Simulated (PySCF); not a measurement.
H₁₁PSi₄.
Structure used (GFN2-xTB), in Å, numbered top down from 1:
```
atom  x, y, z in Å
Si1   -2.7681   -0.2340   -0.2198
Si2   -1.1107   -0.1588    1.4008
Si3    0.9974    0.4953    0.6128
Si4    2.3675   -1.1148   -0.3859
P5     0.5813    2.2119   -0.7884
H6    -2.9913    1.0805   -0.8231
H7    -2.3800   -1.1391   -1.3079
H8    -4.0640   -0.7051    0.2708
H9    -1.5275    0.6854    2.5316
H10   -0.9246   -1.4797    2.0267
H11    1.7697    1.1881    1.6675
H12    1.7178   -1.6805   -1.5740
H13    3.6739   -0.6206   -0.8334
H14    2.6199   -2.2231    0.5363
H15    1.8630    2.2904   -1.2895
H16    0.1678    1.4130   -1.8359
```

PySCF, density fitting, gas phase, GFN2-xTB geometry. The standard run uses grid level 2 after a coarse-grid start, the def2-universal JK fitting basis (with tight functions added where the orbital basis needs them), an energy threshold of 1e-9 Eh and DIIS. Cycle counts include a coarse-grid stage where the run had one.

Problem. Standard PBE0/pcSseg-1: E = -1505.241768 Eh, HOMO -7.344 eV, LUMO -0.837 eV, dipole 0.781 D, 11 cycles (coarse-grid cycles included). What changes at PBE0/pcSseg-1 with: level shift 2.0 Eh, at most 80 cycles?

Solution. E = -1505.241768 Eh (0.000 mEh), HOMO -7.344 eV (0.000), LUMO -0.837 eV (0.000), dipole 0.781 D (0.000), 57 SCF cycles. The result matches the standard run within 0.02 mEh and 0.003 eV; such settings steer the iterations and don't enter the energy expression.

The cycles:
```
cycle   1  E = -1505.0366107639  dE =  1.638e-02  |g| = 7.271e-01  |ddm| = 3.428e+00
cycle   2  E = -1505.1619364897  dE = -1.253e-01  |g| = 3.964e-01  |ddm| = 3.677e-01
cycle   3  E = -1505.2008489554  dE = -3.891e-02  |g| = 2.682e-01  |ddm| = 2.163e-01
cycle   4  E = -1505.2199734455  dE = -1.912e-02  |g| = 1.875e-01  |ddm| = 1.667e-01
cycle   5  E = -1505.2294269440  dE = -9.453e-03  |g| = 1.364e-01  |ddm| = 1.347e-01
cycle   6  E = -1505.2343558578  dE = -4.929e-03  |g| = 1.034e-01  |ddm| = 1.040e-01
cycle   7  E = -1505.2372537888  dE = -2.898e-03  |g| = 7.862e-02  |ddm| = 8.287e-02
cycle   8  E = -1505.2389676993  dE = -1.714e-03  |g| = 6.030e-02  |ddm| = 6.499e-02
cycle   9  E = -1505.2399816298  dE = -1.014e-03  |g| = 4.720e-02  |ddm| = 5.086e-02
cycle  10  E = -1505.2406002132  dE = -6.186e-04  |g| = 3.757e-02  |ddm| = 3.952e-02
... (37 lines left out)
cycle  48  E = -1505.2417676033  dE = -3.363e-09  |g| = 9.823e-05  |ddm| = 9.688e-05
cycle  49  E = -1505.2417676059  dE = -2.598e-09  |g| = 8.598e-05  |ddm| = 8.480e-05
cycle  50  E = -1505.2417676079  dE = -1.974e-09  |g| = 7.549e-05  |ddm| = 7.421e-05
cycle  51  E = -1505.2417676094  dE = -1.521e-09  |g| = 6.639e-05  |ddm| = 6.503e-05
cycle  52  E = -1505.2417676106  dE = -1.180e-09  |g| = 5.837e-05  |ddm| = 5.703e-05
cycle  53  E = -1505.2417676115  dE = -9.027e-10  |g| = 5.112e-05  |ddm| = 5.012e-05
cycle  54  E = -1505.2417676122  dE = -7.039e-10  |g| = 4.493e-05  |ddm| = 4.388e-05
cycle  55  E = -1505.2417676127  dE = -5.380e-10  |g| = 3.952e-05  |ddm| = 3.861e-05
cycle  56  E = -1505.2417676132  dE = -4.229e-10  |g| = 3.475e-05  |ddm| = 3.388e-05
cycle  57  E = -1505.2417676135  dE = -3.206e-10  |g| = 3.062e-05  |ddm| = 2.977e-05
```

Problem. What changes at PBE0/pcSseg-1 with: grid level 4?

Solution. E = -1505.241760 Eh (+0.008 mEh), HOMO -7.344 eV (0.000), LUMO -0.837 eV (0.000), dipole 0.781 D (0.000), 11 SCF cycles. The result matches the standard run within 0.02 mEh and 0.003 eV.

The cycles:
```
cycle   1  E = -1505.2059386439  dE = -1.801e-01  |g| = 1.823e-01  |ddm| = 3.495e+00
cycle   2  E = -1505.2095133320  dE = -3.575e-03  |g| = 1.391e-01  |ddm| = 4.663e-01
cycle   3  E = -1505.2153079386  dE = -5.795e-03  |g| = 3.538e-02  |ddm| = 2.718e-01
cycle   4  E = -1505.2157102288  dE = -4.023e-04  |g| = 6.330e-03  |ddm| = 6.420e-02
cycle   5  E = -1505.2157230520  dE = -1.282e-05  |g| = 2.453e-03  |ddm| = 1.480e-02
cycle   6  E = -1505.2157250316  dE = -1.980e-06  |g| = 3.386e-04  |ddm| = 4.165e-03
cycle   7  E = -1505.2417592192  dE = -1.422e-05  |g| = 2.434e-03  |ddm| = 2.031e-02
cycle   8  E = -1505.2417591732  dE =  4.593e-08  |g| = 1.963e-03  |ddm| = 5.475e-03
cycle   9  E = -1505.2417601513  dE = -9.781e-07  |g| = 3.576e-04  |ddm| = 3.378e-03
cycle  10  E = -1505.2417601985  dE = -4.714e-08  |g| = 5.315e-05  |ddm| = 6.956e-04
cycle  11  E = -1505.2417601994  dE = -9.827e-10  |g| = 1.262e-05  |ddm| = 1.019e-04
```
